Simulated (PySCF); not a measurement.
Compound: C₃H₃ClF₂Ge.
Numbering: `[F:1][C:2]1=[CH:3][C@@H:4]([F:5])[Ge@H:6]1[Cl:7]` (hydrogens: H8 on C3; H9 on C4; H10 on Ge6)

Jobs on this species (10 atoms, 88 electrons) with PySCF (density fitting). Hardware of each: one thread of an Arm Neoverse V1, no GPU, on a shared host. Times come from a shared host and carry two figures at best. Peak memory is the resident size of the whole Python process, interpreter and libraries included.

```csv
level and settings,work,basis functions,SCF cycles,wall time,peak memory
"delta-SCF UKS SCAN, pcX-1 on the ionised atom, pcseg-1 elsewhere, spin-free X2C","ΔSCF core ionisation, 7 holes",152,?,?,?
"delta-SCF UKS B3LYP, pcX-2 on the ionised atom, pcseg-1 elsewhere, spin-free X2C","ΔSCF core ionisation, 7 holes",172,110,87 s,0.75 GiB
"delta-SCF UKS SCAN, def2-TZVP on the ionised atom, pcseg-1 elsewhere, spin-free X2C","ΔSCF core ionisation, 7 holes",149,127,52 s,0.52 GiB
"delta-SCF UKS SCAN, pcX-2 on the ionised atom, pcseg-1 elsewhere, spin-free X2C","ΔSCF core ionisation, 7 holes",172,128,55 s,0.72 GiB
"delta-SCF UKS PBE, pcX-2 on the ionised atom, pcseg-1 elsewhere, spin-free X2C","ΔSCF core ionisation, 7 holes",172,123,33 s,0.62 GiB
"delta-SCF UKS PBE0, pcX-2 on the ionised atom, pcseg-1 elsewhere, spin-free X2C","ΔSCF core ionisation, 7 holes",172,110,86 s,0.76 GiB
"delta-SCF UKS HF, pcX-2 on the ionised atom, pcseg-1 elsewhere, spin-free X2C","ΔSCF core ionisation, 7 holes",172,113,64 s,0.70 GiB
"PBE0-D3(BJ)/def2-SVP, grid level 1",geometry optimisation from a GFN2-xTB start shaken at random,135,68,95 s,0.53 GiB
"delta-SCF UKS SCAN, pcX-2 on the ionised atom, pcseg-1 elsewhere, non-relativistic","ΔSCF core ionisation, 7 holes",172,129,54 s,0.63 GiB
```

Problem. Fill in the missing figures.

Solution. 
- delta-SCF UKS SCAN, pcX-1 on the ionised atom, pcseg-1 elsewhere, spin-free X2C; ΔSCF core ionisation, 7 holes: 46 s, 0.49 GiB, 127 SCF cycles

Problem. What do all jobs in the table cost together?

Solution. About 9.5 min; the longest takes about 17 % of that, and about 2.9 times as long as the shortest.
